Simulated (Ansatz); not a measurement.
Consider the ligand exchange at the Si–C bond: `O=C([SiH3])[SiH](O)Cl` + `C[SiH](N)O` → `C[SiH](N)O[SiH3]` + `O=C[SiH](O)Cl`.

Gas-phase electronic energies from Ansatz, PBE0-D4/def2-TZVP geometries. CCSD(T)/CBS adds triple-zeta CCSD(T) − MP2 to the extrapolated MP2 energy (def2 sets, frozen cores). DFT in def2-TZVPP. One conformer a species, not always the lowest.

| level | ΔE (kJ/mol) |
| --- | --- |
| r2SCAN | -118.1 |
| SCS-MP2/def2-QZVPP | -131.6 |

(1) What does CCSD(T)/CBS give? (An estimate is asked.)

Largest T1 diagnostic among the species: 0.014.

## Answers

(1) Ansatz gave: -122.6 kJ/mol. The listed levels differ from it by 4.5, -9.0 kJ/mol.

From PBE to PBE0 (25 % exact exchange), in def2-TZVPP and without D4, ΔE moves by −11.0 kJ/mol. In def2-TZVPP, CCSD(T) changes the Hartree–Fock value by +26.9 kJ/mol (the triples alone add +4.9 kJ/mol) and MP2 by +23.1 kJ/mol.
